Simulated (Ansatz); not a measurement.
Consider the ligand exchange at the Al–C bond: `[CH3][Al]([OH])[F]` + silanol → `[OH][Al]([F])[O][SiH3]` + CH₄.

Calculated with Ansatz (gas phase, PBE0-D4/def2-TZVP geometries, no zero-point term in ΔE). CCSD(T)/CBS adds triple-zeta CCSD(T) − MP2 to the extrapolated MP2 energy (def2 sets, frozen cores). This one scheme is used for every species. Functionals use def2-TZVPP. B3LYP here is the variant with VWN-RPA as its local correlation; programs differ in this. Each species was taken in one conformer, which may not be the lowest.

```tsv
level	ΔE (kcal/mol)	difference from CCSD(T)/CBS
revPBE-D4	-32.8	3.8
PBE0-D4	-34.2	2.4
B3LYP-D4	-36.9	-0.3
BHLYP-D4	-39.0	-2.4
r2SCAN0	-36.7	-0.1
BHLYP	-38.3	-1.7
RPA@PBE/def2-TZVPP	-36.5	0.1
MP2/def2-TZVPP	-37.5	-0.9
MP2/CBS(def2)	-37.1	-0.5
CCSD/CBS(def2)	-37.2	-0.6
CCSD(T)/CBS	-36.6	0
```

Largest T1 diagnostic among the species: 0.012.

From BLYP to BHLYP (50 % exact exchange), in def2-TZVPP and without D4, ΔE moves by −3.2 kcal/mol. At CCSD(T), def2-SVP lies −2.1 kcal/mol from the extrapolated value and def2-TZVPP −0.4 kcal/mol. In def2-TZVPP, CCSD(T) changes the Hartree–Fock value by +4.1 kcal/mol (the triples alone add +0.6 kcal/mol) and MP2 by +3.6 kcal/mol.
